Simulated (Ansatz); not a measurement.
Two isomers of CH6BFO2Si: A = `COB(F)O[SiH3]`, B = `FCOBO[SiH3]`.

Gas-phase electronic energies from Ansatz, PBE0-D4/def2-TZVP geometries. CCSD(T)/CBS adds triple-zeta CCSD(T) − MP2 to the extrapolated MP2 energy (def2 sets, frozen cores). DFT in def2-TZVPP. B3LYP here is the variant with VWN-RPA as its local correlation; programs differ in this. One conformer a species, not always the lowest.

A:

```xyz
12

C     0.663    1.946   -0.834
O     0.131    0.720   -0.370
B     0.795   -0.097    0.479
F     2.010    0.218    0.930
O     0.235   -1.257    0.889
Si   -1.233   -1.925    0.520
H     1.661    2.131   -0.432
H    -0.003    2.756   -0.533
H     0.713    1.917   -1.924
H    -2.332   -1.026    0.950
H    -1.308   -3.205    1.262
H    -1.333   -2.178   -0.938
```

B:

Z-matrix (Å, degrees):
```
C
O 1 1.381
F 1 1.368 2 109.4
H 1 1.092 2 108.5 3 -117.4
H 1 1.095 2 111.5 3 118.9
B 2 1.370 1 120.8 3 -93.0
O 6 1.346 2 118.7 1 175.8
H 6 1.198 2 120.5 1 -5.2
Si 7 1.660 6 130.9 2 -2.1
H 9 1.483 7 110.3 6 -59.2
H 9 1.481 7 106.3 6 -178.6
H 9 1.484 7 110.1 6 62.4
```

Question: Which isomer does CCSD(T)/CBS put lower? Give the gap. (Best estimate.)

Answer: Computed: A, by 191.9 kJ/mol.

Question: Give E(B) − E(A) in kJ/mol with CCSD(T)/def2-TZVPP, CCSD(T)/def2-SVP, PBE0-D4, B3LYP-D4, CCSD/def2-TZVPP, BLYP-D4, PBE-D4. (Estimate.)

Answer: Ansatz gave: CCSD(T)/def2-TZVPP 190.5, CCSD(T)/def2-SVP 195.7, PBE0-D4 187.0, B3LYP-D4 188.2, CCSD/def2-TZVPP 192.5, BLYP-D4 182.8, PBE-D4 180.5. None reverses the order clearly.

Question: Does the order hold for the free energy at 298.15 K (harmonic terms from PBE0-D4)? (Estimate.)

Answer: Ansatz gave: Yes: G(B) − G(A) = +191.1 kJ/mol, for one conformer each. Modes under 60 cm⁻¹, often nearly free rotors, make the harmonic entropy too high.

Largest T1 diagnostic: 0.013.

Leaving LDA and LC-ωPBE aside and taking each functional with its dispersion term where it has one, the values, not all of them listed here, spread over 15.4 kJ/mol, from revPBE-D4 to B97M-V. LDA lies +4.6 kJ/mol from PBE without D4. From r2SCAN to r2SCAN0 (25 % exact exchange), in def2-TZVPP and without D4, E(B) − E(A) moves by +3.7 kJ/mol.
